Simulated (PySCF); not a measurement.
Numbering as in the mapped SMILES `[CH3:1][c:2]1[cH:3][cH:4][cH:5][cH:6][c:7]1[N:8]([CH3:9])[CH3:10]`. Hydrogens are named by the atom that carries them.

- geometry from PBE0-D3(BJ)/def2-SVP
- σ from GIAO-HF/pcSseg-1
- code: PySCF 2.14.0 with density-fitted response routines
- one computed conformer, in vacuum, averaged over atoms made equivalent by symmetry, fast rotation or ring inversion, non-relativistic Hamiltonian

Shifts are taken against calculated references (same method and geometry level): 13C (σ = 190.85 ppm), 1H (σ = 31.69 ppm) against TMS; 15N (σ = 265.72 ppm) against NH3.

```json
{"atoms": "C6", "nucleus": "13C", "count": "1", "δ (ppm)": "?"}
{"atoms": "C2", "nucleus": "13C", "count": "1", "δ (ppm)": "138.6"}
{"atoms": "H(C4)", "nucleus": "1H", "count": "1", "δ (ppm)": "?"}
{"atoms": "C5", "nucleus": "13C", "count": "1", "δ (ppm)": "134.6"}
{"atoms": "C4", "nucleus": "13C", "count": "1", "δ (ppm)": "129.2"}
{"atoms": "H(C5)", "nucleus": "1H", "count": "1", "δ (ppm)": "7.32"}
{"atoms": "N8", "nucleus": "15N", "count": "1", "δ (ppm)": "30.1"}
{"atoms": "H(C1)", "nucleus": "1H", "count": "3", "δ (ppm)": "2.41"}
{"atoms": "C7", "nucleus": "13C", "count": "1", "δ (ppm)": "159.8"}
{"atoms": "C3", "nucleus": "13C", "count": "1", "δ (ppm)": "?"}
{"atoms": "H(C9)/H(C10)", "nucleus": "1H", "count": "6", "δ (ppm)": "2.43"}
{"atoms": "C9/C10", "nucleus": "13C", "count": "2", "δ (ppm)": "?"}
{"atoms": "H(C3)", "nucleus": "1H", "count": "1", "δ (ppm)": "?"}
{"atoms": "H(C6)", "nucleus": "1H", "count": "1", "δ (ppm)": "7.00"}
{"atoms": "C1", "nucleus": "13C", "count": "1", "δ (ppm)": "18.4"}
```

Estimate the values marked ?.

Answers


- C3: 139.1 ppm, aromatic CH; the aromatic region
- C6: 125.6 ppm, aromatic CH
- C9/C10: 40.1 ppm, methyl carbon bonded to N; pulled downfield by the heteroatom
- H(C3): 7.42 ppm, hydrogen on an aromatic CH; aromatic region
- H(C4): 7.14 ppm, hydrogen on an aromatic CH; the ring current deshields protons in the ring plane

Shifts are as computed. Against solution values, carbons near 30 ppm lie about -0 ppm off and those near 130 ppm about +7 ppm. Of 1211 compounds with measured shifts, 218 miss one by over three times the rms of a fit or turn the order of signals round; such compounds aren't used in these exercises. Experimental scales use liquid or dissolved standards, which lie at an offset from isolated NH3 (liquid NH3: subtract about 20 ppm).
